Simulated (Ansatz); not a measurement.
## Ligand exchange: SnH2(SH)2 + C2H7AlS → SnH(SH)3 + C2H7Al

Gas-phase species: SnH2(SH)2, singlet; C2H7AlS `C[CH2][AlH][SH]`, singlet; SnH(SH)3, singlet; C2H7Al `C[CH2][AlH2]`, singlet. The partners trade H for SH: Sn–H and Al–SH bonds give way to Sn–SH and Al–H.

Shapes, held fixed at every level: PBE0-D4/def2-TZVP. Flexible molecules stand in one conformer, not always the lowest. Programs: Ansatz 0.2.0. Electronic energies: no zero-point or thermal term.

```json
{"level": "HF/def2-TZVPP", "kind": "Hartree–Fock", "ΔE (kJ/mol)": "+63.0", "less CCSD(T)/def2-TZVPP": "-1.9"}
{"level": "r2SCAN-D4/def2-TZVPP", "kind": "meta-GGA", "ΔE (kJ/mol)": "+64.9", "less CCSD(T)/def2-TZVPP": "0.0"}
{"level": "r2SCAN0-D4/def2-TZVPP", "kind": "global hybrid", "ΔE (kJ/mol)": "+65.6", "less CCSD(T)/def2-TZVPP": "+0.7"}
{"level": "wB97X-V/def2-TZVPP", "kind": "range-separated hybrid", "ΔE (kJ/mol)": "+61.8", "less CCSD(T)/def2-TZVPP": "-3.1"}
{"level": "B2PLYP/def2-TZVPP", "kind": "double hybrid", "ΔE (kJ/mol)": "+61.9", "less CCSD(T)/def2-TZVPP": "-3.0"}
{"level": "CCSD(T)/def2-SVP", "kind": "coupled cluster or CI", "ΔE (kJ/mol)": "+62.7", "less CCSD(T)/def2-TZVPP": "-2.2"}
{"level": "CCSD(T)/def2-TZVPP", "kind": "coupled cluster or CI", "ΔE (kJ/mol)": "+64.9", "less CCSD(T)/def2-TZVPP": "0.0"}
```

The highest level, CCSD(T)/def2-TZVPP, gives ΔE = +64.9 kJ/mol; the levels span +61.8 to +65.6. The column of differences is taken from that level and isn't an error. No measured value is set beside it here. For atoms past krypton def2 sets carry core potentials with scalar relativity. Outer-core shells of Sn are correlated, in sets that cover them unevenly.
